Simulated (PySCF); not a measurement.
# Frontier orbitals and the lowest excitations

C8H10.
Structure used (GFN2-xTB), in Å, numbered top down from 1:
```
atom  x, y, z in Å
C1    -3.0680   -1.1685   -0.9440
C2    -2.3752   -0.4074   -0.3324
C3    -1.4863    0.4712    0.3861
C4    -0.4374   -0.2377    1.2706
C5     0.7006    0.4761    0.5090
C6     1.6978   -0.4234   -0.1326
C7     3.0074   -0.2743   -0.0562
C8    -0.3445    1.0832   -0.4550
H9    -3.6939   -1.8223   -1.4739
H10   -2.0708    1.2191    0.9270
H11   -0.4310   -1.3184    1.1400
H12   -0.4986   -0.0100    2.3324
H13    1.2063    1.2323    1.1117
H14    1.2739   -1.2424   -0.7006
H15    3.6883   -0.9491   -0.5468
H16    3.4560    0.5324    0.5009
H17   -0.3450    2.1696   -0.5113
H18   -0.2884    0.6758   -1.4631
```

Computed with TDDFT CAM-B3LYP/def2-SVPD, vertical, gas phase, core orbitals frozen in the response (PySCF).

Frontier orbitals with the atoms that hold most of them (Löwdin shares over 4%, at most four atoms; ? is withheld):

| orbital | ε (eV) | atoms |
| --- | --- | --- |
| LUMO+2 | 1.68 | C1 28%, C2 10%, H13 9%, H14 7% |
| LUMO+1 | 1.39 | H10 12%, H12 11%, C4 10%, C3 9% |
| LUMO | 1.29 | ? |
| HOMO | -8.73 | C7 33%, C6 29%, C5 8%, C8 6% |
| HOMO-1 | -8.98 | ? |
| HOMO-2 | -9.02 | C1 34%, C2 30%, C3 8%, C8 7% |
| HOMO-3 | -10.61 | C5 17%, C6 16%, C8 9%, C4 9% |

Q: Which atoms hold the LUMO, and with what shares?

A: C7 (bonded to C and 2 H) 28%; C6 (bonded to 2 C and H) 23%; C8 (bonded to 2 C and 2 H) 6%; H15 (bonded to C) 5%. By element: carbon 57% or more, hydrogen 5% or more.

Q: Which atoms hold the HOMO-1, and with what shares?

A: C1 (bonded to C and H) 36%; C2 (bonded to 2 C) 33%; C3 (bonded to 3 C and H) 9%; C4 (bonded to 2 C and 2 H) 6%.

Q: How does S1 compare with the orbital gap of 10.03 eV?

A: S1 is at 6.55 eV (f = 0.0000), 3.48 eV below the gap, made of HOMO-1→LUMO+4 (25%), HOMO-1→LUMO+8 (17%), HOMO-1→LUMO (15%). Without the coupling terms of the response equations the lowest excitation would equal the gap.

Next come S2 at 6.79 eV (f 0.0019), HOMO-2→LUMO+5 (19%), HOMO-1→LUMO+4 (11%); S3 at 6.79 eV (f 0.011), HOMO-2→LUMO+4 (16%), HOMO-1→LUMO+5 (16%), HOMO-2→LUMO+8 (10%); S4 at 7.34 eV (f 0.239), HOMO→LUMO (40%), HOMO→LUMO+3 (29%), HOMO→LUMO+1 (18%); S5 at 7.36 eV (f 0.407), HOMO→LUMO (44%), HOMO→LUMO+1 (23%), HOMO→LUMO+3 (20%).

Orbitals of the list HOMO-3 to LUMO+2 that lie within 0.01 eV of each other are written together with a slash and their weights summed (≥ marks a lower bound); for degenerate orbitals outside that list single weights are arbitrary.

Löwdin shares depend on the basis, the more so with diffuse functions.

One conformer stands for the species.
